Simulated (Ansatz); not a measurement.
Input file for Ansatz (a first-principles code): R-RI-MP2/def2-TZVPPD on CH3I (SMILES CI) with ghost functions, monomers drawn apart or pushed together. Elements past Kr take the def2 small-core potentials; no spin–orbit coupling. Files ending in .json are basis or fitting sets from the Basis Set Exchange. The run froze 10 orbitals, filled d shells among them.

Ansatz 0.2 input:
```yaml
crystal:
  periodic: [false, false, false]
  atoms:
    - {symbol: C, position_ang: [0.96038296, 1.40703527, 3.19844083]}
    - {symbol: I, position_ang: [0.53397052, -0.61081622, 3.82417024]}
    - {symbol: H, position_ang: [1.51441791, 1.88346191, 3.99869960]}
    - {symbol: H, position_ang: [1.54662176, 1.34705970, 2.28910603]}
    - {symbol: H, position_ang: [0.01086125, 1.89857621, 3.02320822]}
basis:
  gaussian:
    orbitals: def2-TZVPPD.json
    fitting: {mean_field: def2-universal-JKFIT, correlation: def2-TZVPPD-RIFIT.json}
    ghost_atoms:
      - {symbol: C, position_ang: [-0.53414672, 0.50470735, 0.23525862]}
      - {symbol: C, position_ang: [0.64776905, -0.40014254, -0.09892718]}
      - {symbol: H, position_ang: [-1.27095892, 0.50868097, -0.57027818]}
      - {symbol: H, position_ang: [-0.21467143, 1.53766803, 0.38995405]}
      - {symbol: H, position_ang: [-1.03851712, 0.17205003, 1.14417659]}
      - {symbol: H, position_ang: [0.32165146, -1.42784252, -0.26844102]}
      - {symbol: H, position_ang: [1.37466540, -0.42503426, 0.71506768]}
      - {symbol: H, position_ang: [1.16545239, -0.06344294, -0.99935610]}
magnetization: {spin_polarized: false}
correlation: {method: mp2, electrons: outside_noble_gas}
scf: {lower_state_search: off}
```

**Question.** What total energy does the run end on?

**Answer.** -336.6159 hartree.
